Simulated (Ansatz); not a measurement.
`FB(Cl)Cl` → `Cl[B+]Cl` + F⁻  (heterolysis of the B–F bond)

Isolated molecules relaxed with PBE0-D4/def2-TZVP in Ansatz; ΔE leaves out vibrations. CCSD(T)/CBS is frozen-core, at the limit of the def2 triple- and quadruple-zeta sets. Anions take the def2 sets with diffuse functions and neutrals don't, so finite-basis rows favour the anion.

`FB(Cl)Cl`:

Z-matrix (Å, degrees):
```
B
F 1 1.310
Cl 1 1.739 2 119.3
Cl 1 1.739 2 119.3 3 -180.0
```

`Cl[B+]Cl`:

Z-matrix (Å, degrees):
```
B
Cl 1 1.610
Cl 1 1.610 2 180.0
```

| level | ΔE (kJ/mol) |
| --- | --- |
| CCSD/CBS(def2) | 1096.3 |
| MP2/cc-pV(T+d)Z | 1179.6 |

Task: What does CCSD(T)/CBS give? (Best estimate.)

Result: Computed: +1090.0 kJ/mol. The listed levels differ from it by 6.3, 89.6 kJ/mol.

Largest T1 diagnostic among the species: 0.023, so the coupled-cluster value is less sure than usual.

In def2-TZVPP, CCSD(T) changes the Hartree–Fock value by −37.3 kJ/mol (the triples alone add −9.4 kJ/mol) and MP2 by −42.3 kJ/mol. From BLYP to BHLYP (50 % exact exchange), in def2-TZVPP and without D4, ΔE moves by +72.8 kJ/mol. At CCSD(T), def2-SVP lies −98.1 kJ/mol from the extrapolated value and def2-TZVPP −26.9 kJ/mol.
